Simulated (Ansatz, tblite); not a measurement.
Isomers of Cd7⁺ (doublet), found by a short tight-binding search and relaxed with PBE/def2-SVP in Ansatz.

In the def2 sets Cd takes a core potential; there is no spin–orbit coupling. The xTB rows come from tblite. LC-ωPBE has ω = 0.4 bohr⁻¹. B3LYP takes the VWN-RPA correlation. Correlated methods freeze no core orbitals; core or outer-core shells of Cd are correlated, in sets that lack core-valence functions.

Run but left out: MP2/def2-TZVP (A: ⟨S²⟩ 0.99, where a pure state has 0.75).

A: At MP2/def2-TZVP, LC-ωPBE/def2-TZVP the charge 1 doublet is spin-contaminated (final ⟨S²⟩ up to 0.99, 0.75 for a pure state). B: At MP2/def2-TZVP, LC-ωPBE/def2-TZVP the charge 1 doublet is spin-contaminated (final ⟨S²⟩ up to 0.97, 0.75 for a pure state). C: At MP2/def2-TZVP, LC-ωPBE/def2-TZVP the charge 1 doublet is spin-contaminated (final ⟨S²⟩ up to 1.00, 0.75 for a pure state).

Other spin states weren't relaxed.

A:

| atom | x (Å) | y (Å) | z (Å) |
| --- | --- | --- | --- |
| Cd1 | 2.055 | -2.713 | -2.049 |
| Cd2 | -1.131 | 0.116 | -0.354 |
| Cd3 | -0.971 | -1.957 | -2.658 |
| Cd4 | -0.955 | 3.160 | 0.177 |
| Cd5 | 0.948 | 1.556 | 2.092 |
| Cd6 | 1.998 | -0.606 | 0.177 |
| Cd7 | -1.944 | 0.443 | 2.614 |

B:

```xyz
7

Cd   -0.959   -2.990   -1.187
Cd    0.719    0.316    3.267
Cd   -1.077   -0.191   -2.357
Cd   -0.105   -2.075    1.584
Cd   -0.457    2.748   -1.866
Cd    0.241    2.352    1.069
Cd    1.639   -0.160   -0.510
```

C:

Cartesian coordinates in Å:
```
Cd -2.606 2.168 -0.412
Cd -0.996 -1.370 0.841
Cd 2.174 -1.194 0.065
Cd -1.312 0.000 -2.112
Cd 2.180 0.520 2.580
Cd -0.472 1.735 1.712
Cd 1.031 -1.860 -2.674
```

Task: Estimate which lies lowest at each level, and how far above it the others are (eV).

Result: 
```tsv
level	A	B	C
GFN1-xTB	0.04	0.00	0.01
GFN2-xTB	0.00	0.20	0.24
HF/def2-TZVP	0.00	0.11	0.08
LDA (SPW92)/def2-TZVP	0.00	0.00	0.00
PBE/def2-SVP	0.00	0.05	0.04
PBE/def2-TZVP	0.00	0.04	0.04
r2SCAN/def2-TZVP	0.00	0.01	0.00
B3LYP/def2-TZVP	0.00	0.06	0.05
PBE0/def2-SVP	0.00	0.05	0.05
PBE0/def2-TZVP	0.00	0.05	0.04
LC-ωPBE/def2-TZVP	0.00	0.08	0.07
RPA@PBE/def2-TZVP	0.00	0.06	0.05
```
Point groups (tolerance 0.1 Å): A not assigned, B not assigned, C C3v. B and C have the same bonds, so they are conformers or stereoisomers. Lower isomers may exist.
